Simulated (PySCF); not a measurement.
BrH₄InN₂. Atoms are numbered in the order given.

```xyz
8

In    -0.7019    -0.0358     0.0000
Br     1.8137     0.0105     0.0000
N     -1.5788     0.1604    -1.8324
H     -0.9920    -0.1626    -2.6012
H     -2.5000    -0.2652    -1.9307
N     -1.5788     0.1604     1.8324
H     -2.5000    -0.2652     1.9307
H     -0.9920    -0.1626     2.6012
```
Charge 0, spin multiplicity 1.

Geometry: B3LYP-D3(BJ)/def2-SVP. The def2 effective core potentials stand for the cores of In; spin–orbit coupling is left out. The values are those of a single conformer.

Computed with PBE/def2-TZVP (PySCF).

Symmetry labels are those of the subgroup Cs that the program uses (full group Cs).

Computed valence orbital energies around the gap with their symmetry:
```
orbital  symmetry  energy (eV)
-------  --------  -----------
HOMO−7         A"       -11.66
HOMO−6         A'       -10.86
HOMO−5         A"        -8.76
HOMO−4         A'        -7.99
HOMO−3         A'        -6.97
HOMO−2         A"        -6.73
HOMO−1         A'        -6.44
HOMO           A"        -6.02
LUMO           A'        -2.48
LUMO+1         A'        -1.25
LUMO+2         A'        -0.25
LUMO+3         A"        -0.18
```
